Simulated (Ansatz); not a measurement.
Species: AuCl, charge 0, singlet. AuCl (SMILES [Cl][Au]).
B3LYP-D3(BJ)/def2-TZVP minimum from Ansatz (an electronic-structure program):
```
Au
Cl 1 2.2539
```

Total energies in hartree (Ansatz). Radicals and triplets start from unrestricted determinants; spin-orbit coupling is neglected. Cores are frozen in correlated methods (noble-gas shells, and filled d and f shells in the p block). Past Kr the def2 sets carry scalar-relativistic core potentials. The T1 diagnostic of AuCl ([Cl][Au], singlet) reaches 0.030 in the sets run.

```csv
species,HF/def2-TZVPP,CCSD(T)/def2-TZVPP,HF/def2-QZVPP,CCSD(T)/def2-QZVPP,CCSDT(Q)/def2-TZVPP
1: AuCl (SMILES [Cl][Au]),-594.32728,-594.90656,-594.34155,-594.96736,-594.90686
2: Au (doublet),-134.78982,-135.14279,-134.78992,-135.16744,-135.14202
3: Cl (doublet),-459.47685,-459.66464,-459.48954,-459.69535,-459.66548
```

Question: Work out the atomisation energy (electronic, to ground-state atoms) in kJ/mol: take Hartree-Fock from def2-QZVPP, extrapolate the CCSD(T) correlation energy as X^-3 (X = 3, 4), and add CCSDT(Q) - CCSD(T) in def2-TZVPP. 1 hartree = 2625.5 kJ/mol.

Answer: 
Species 1: correlation (64·(-0.62581) - 27·(-0.57928))/37 = -0.65976; step -0.00030; E1 = -594.34155 + (-0.65976) + (-0.00030) = -595.00161
Species 2: correlation (64·(-0.37752) - 27·(-0.35297))/37 = -0.39543; step +0.00077; E2 = -134.78992 + (-0.39543) + (+0.00077) = -135.18458
Species 3: correlation (64·(-0.20581) - 27·(-0.18779))/37 = -0.21896; step -0.00084; E3 = -459.48954 + (-0.21896) + (-0.00084) = -459.70934
-1·E1 +1·E2 +1·E3 = 0.10769 hartree = 282.7 kJ/mol.
